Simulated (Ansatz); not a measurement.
Spectroscopic constants of MoSe, multiplicity 7 (an upper state: multiplicity 5 came lower at CCSD(T)/def2-TZVPP on PBE0 minima). No spin–orbit coupling. Se is treated without relativity.

Seven points along R, fitted to fifth degree in 1/R; most abundant isotopes. Runs in def2 and cc sets follow the lowest solution found near the PBE0 minimum.

The values were computed with Ansatz (a program for electronic structure). Values without a source in brackets are computed. In def2 rows elements past Kr take small-core potentials, without spin–orbit coupling.

Energies at wB97X-V/def2-TZVPP:

| R (Å) | E (hartree) |
|---|---|
| 2.345532 | -2469.38735838 |
| 2.408584 | -2469.39209310 |
| 2.466592 | -2469.39443804 |
| 2.532166 | -2469.39524875 |
| 2.597740 | -2469.39452586 |
| 2.673403 | -2469.39224260 |
| 2.761675 | -2469.38815223 |

Problem. With a reduced mass of 44.0005 u, find the minimum, the force constant and the constants.

Solution. A fifth-degree polynomial in 1/R puts the minimum at r_e = 2.5312 Å with force constant 155 N/m. Then ω_e = (1/2πc)√(k/μ) = 245 cm⁻¹ and B_e = h/(8π²cμr_e²) = 0.05980 cm⁻¹; the cubic and quartic terms give α_e = 0.00020 and ω_e x_e = 0.59 cm⁻¹.
